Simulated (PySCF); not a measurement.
H7BO2Si2, singlet, geometry from GFN2-xTB, with bond 6-4 at 1.4 times its length; CASSCF(8,7)/6-31G (PySCF).

Here is a job for PySCF.
```python
from pyscf import gto, scf, mcscf
import numpy

mol = gto.M(
    atom='''
B    -0.92020316    0.18484360    0.58092691
H    -1.80966207    0.20484136    1.35984975
O     0.11359493   -0.63239614    0.75520994
Si    1.01069478   -1.75604023    1.47499820
H     2.28584961   -1.09744656    1.75585328
H     1.16487807   -3.26745523    0.10258003
H     0.38390378   -2.23249074    2.71126784
O    -0.98433792    0.99855149   -0.46793647
Si   -0.29629621    1.54140216   -1.82843067
H    -0.09648146    2.96869339   -1.57927905
H    -1.29383413    1.26228468   -2.86091199
H     0.97477809    0.88121263   -2.13624699
''',
    basis='6-31g',
    verbose=4,
)

mf = scf.RHF(mol)
mf.kernel()
mc = mcscf.CASSCF(mf, 7, 8)
mc.fix_spin_(ss=0.0)
mc.kernel()
occ = numpy.linalg.eigvalsh(mc.fcisolver.make_rdm1(mc.ci, mc.ncas, mc.nelecas))[::-1]
ss = mc.fcisolver.spin_square(mc.ci, mc.ncas, mc.nelecas)[0]
print('natural occupations', occ.round(4), ' <S^2>', round(ss, 4))
```

It wrote (shortened):

```
PySCF version 2.14.0

[INPUT] verbose = 4
[INPUT] num. atoms = 12
[INPUT] num. electrons = 56
[INPUT] charge = 0
[INPUT] spin (= nelec alpha-beta = 2S) = 0
[INPUT] symmetry False subgroup None
[INPUT] Mole.unit = angstrom
[INPUT] Symbol           X                Y                Z      unit          X                Y                Z       unit  Magmom
[...]
nuclear repulsion = 270.430893731302
number of shells = 43
number of NR pGTOs = 186
number of NR cGTOs = 67
basis = 6-31g
ecp = {}

******** <class 'pyscf.scf.hf.RHF'> ********
method = RHF
initial guess = minao
damping factor = 0
level_shift factor = 0
DIIS = <class 'pyscf.scf.diis.CDIIS'>
diis_start_cycle = 1
diis_space = 8
diis_damp = 0
SCF conv_tol = 1e-09
SCF conv_tol_grad = None
SCF max_cycles = 50
direct_scf = True
direct_scf_tol = 1e-13
Set gradient conv threshold to 3.16228e-05
Initial guess from minao.
init E= -756.730675412465
[...]
cycle= 1 E= -756.137194007704  delta_E= 0.593  |g|= 0.643  |ddm|= 2.97
[...]
cycle= 2 E= -756.213013892866  delta_E= -0.0758  |g|= 0.37  |ddm|= 0.831
[...]
cycle= 3 E= -756.238753993656  delta_E= -0.0257  |g|= 0.048  |ddm|= 0.275
[...]
cycle= 4 E= -756.239642796057  delta_E= -0.000889  |g|= 0.00508  |ddm|= 0.094
[...]
cycle= 5 E= -756.239658114418  delta_E= -1.53e-05  |g|= 0.00129  |ddm|= 0.0153
[...]
cycle= 6 E= -756.239658885383  delta_E= -7.71e-07  |g|= 0.000644  |ddm|= 0.00301
[...]
cycle= 7 E= -756.23965900392  delta_E= -1.19e-07  |g|= 0.000145  |ddm|= 0.000834
[...]
cycle= 8 E= -756.239659017131  delta_E= -1.32e-08  |g|= 3.2e-05  |ddm|= 0.00035
[...]
cycle= 9 E= -756.239659017925  delta_E= -7.94e-10  |g|= 6.77e-06  |ddm|= 8.68e-05
[...]
Extra cycle  E= -756.239659017955  delta_E= -3.02e-11  |g|= 2.83e-06  |ddm|= 1.3e-05
converged SCF energy = -756.239659017955

******** <class 'pyscf.mcscf.mc1step.CASSCF'> ********
CAS (4e+4e, 7o), ncore = 24, nvir = 36
max_cycle_macro = 50
max_cycle_micro = 4
conv_tol = 1e-07
conv_tol_grad = None
orbital rotation max_stepsize = 0.02
orbital rotation threshold for CI restart = 0.01
augmented hessian ah_max_cycle = 30
augmented hessian ah_conv_tol = 1e-12
augmented hessian ah_linear dependence = 1e-14
augmented hessian ah_level shift = 1e-08
augmented hessian ah_start_tol = 2.5
augmented hessian ah_start_cycle = 3
augmented hessian ah_grad_trust_region = 3
kf_trust_region = 3
kf_interval = 4
ci_response_space = 4
ci_grad_trust_region = 3
with_dep4 0
natorb = False
canonicalization = True
sorting_mo_energy = False
[...]
CASCI E = -756.252529713203  S^2 = 0.0000000
[...]
macro iter  40 (  7 JK    2 micro), CASSCF E = -756.294970668189  dE = -2.42243225e-04  S^2 = 0.0000000
               |grad[o]|=0.00542  |grad[c]|=0.0085  |ddm|=0.00552  |maxRot[o]|=0.0698
macro iter  41 (  7 JK    2 micro), CASSCF E = -756.295216957400  dE = -2.46289211e-04  S^2 = 0.0000000
               |grad[o]|=0.00633  |grad[c]|=0.00491  |ddm|=0.00551  |maxRot[o]|=0.0698
macro iter  42 (  7 JK    2 micro), CASSCF E = -756.295450326763  dE = -2.33369362e-04  S^2 = 0.0000000
               |grad[o]|=0.00669  |grad[c]|=0.0013  |ddm|=0.00491  |maxRot[o]|=0.0698
macro iter  43 ( 21 JK    4 micro), CASSCF E = -756.295505116137  dE = -5.47893748e-05  S^2 = 0.0000000
               |grad[o]|=0.00628  |grad[c]|=0.0107  |ddm|=0.00372  |maxRot[o]|=0.0785
macro iter  44 (  7 JK    2 micro), CASSCF E = -756.295689146918  dE = -1.84030780e-04  S^2 = 0.0000000
               |grad[o]|=0.00265  |grad[c]|=0.0075  |ddm|=0.00171  |maxRot[o]|=0.0698
macro iter  45 (  7 JK    2 micro), CASSCF E = -756.295841590068  dE = -1.52443150e-04  S^2 = 0.0000000
               |grad[o]|=0.00254  |grad[c]|=0.00823  |ddm|=0.00191  |maxRot[o]|=0.0699
macro iter  46 ( 21 JK    4 micro), CASSCF E = -756.295782107405  dE =  5.94826630e-05  S^2 = 0.0000000
               |grad[o]|=0.00237  |grad[c]|=0.00978  |ddm|=0.00206  |maxRot[o]|=0.0707
macro iter  47 ( 21 JK    4 micro), CASSCF E = -756.295948599777  dE = -1.66492372e-04  S^2 = 0.0000000
               |grad[o]|=0.00355  |grad[c]|=0.0158  |ddm|=0.00571  |maxRot[o]|=0.0682
macro iter  48 ( 21 JK    4 micro), CASSCF E = -756.295990806014  dE = -4.22062376e-05  S^2 = 0.0000000
               |grad[o]|=0.00334  |grad[c]|=0.00846  |ddm|=0.00261  |maxRot[o]|=0.0394
macro iter  49 (  7 JK    2 micro), CASSCF E = -756.296111580335  dE = -1.20774320e-04  S^2 = 0.0000000
               |grad[o]|=0.00238  |grad[c]|=0.0185  |ddm|=0.00791  |maxRot[o]|=0.0516
macro iter  50 (  6 JK    2 micro), CASSCF E = -756.296170299253  dE = -5.87189182e-05  S^2 = 0.0000000
               |grad[o]|=0.0017  |grad[c]|=0.0117  |ddm|=0.0048  |maxRot[o]|=0.0429
1-step CASSCF not converged,  50 macro (535 JK 130 micro) steps
CASSCF canonicalization
Density matrix diagonal elements [1.9854885  1.98238666 1.99536143 1.92621391 0.05838166 0.02629609
 0.02587175]
CASSCF energy = -756.296170299253
CASCI E = -756.296170299253  E(CI) = -12.7128050850901  S^2 = 0.0000000
natural occupations [1.9983 1.9873 1.9803 1.9242 0.0774 0.0197 0.0128]  <S^2> 0.0
```

Convergence was not reached.
